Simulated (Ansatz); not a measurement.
Relaxation of BBrH6N2 (10 atoms, charge 0, multiplicity 1), to a largest force component of 0.03 eV/Å in at most 50 steps.

These are results of RKS CAM-B3LYP/def2-SVP (Ansatz 0.2.0), not measurements.

```xyz
10
Properties=species:S:1:pos:R:3
B -0.201 0.559 -0.476
N -0.117 0.046 2.224
H -0.805 -0.353 2.863
H 0.805 -0.204 2.582
H 0.857 0.003 -0.497
N -1.380 0.006 -0.937
H -1.444 -0.969 -1.201
H -2.259 0.509 -0.952
Br -0.207 2.527 -0.044
H -0.194 1.077 2.295
```

Where does it end, and by what steps?

The forces met the threshold. After 7 steps the energy has fallen by 0.035 eV; H10 moved furthest, 0.12 Å.

```
step  energy less start (eV)  largest force component (eV/Å)  accepted
   0                  0.0000                           0.737       yes
   1                 -0.0200                           0.720       yes
   2                 -0.0054                           1.183        no
   3                 -0.0290                           0.361       yes
   4                 -0.0307                           0.225       yes
   5                 -0.0318                           0.163       yes
   6                 -0.0318                           0.369       yes
   7                 -0.0350                           0.009       yes
```

```xyz
10
Properties=species:S:1:pos:R:3
B -0.213 0.609 -0.539
N -0.117 0.040 2.296
H -0.801 -0.350 2.944
H 0.803 -0.258 2.620
H 0.839 0.036 -0.532
N -1.384 0.017 -0.977
H -1.429 -0.968 -1.204
H -2.272 0.500 -1.010
Br -0.222 2.520 -0.145
H -0.149 1.054 2.402
```

Whether the end is a true minimum wasn't checked by a vibrational analysis.

Time of the run: 14 s on 4 threads of Arm Neoverse V2, on a shared host, peak memory 0.28 GiB.
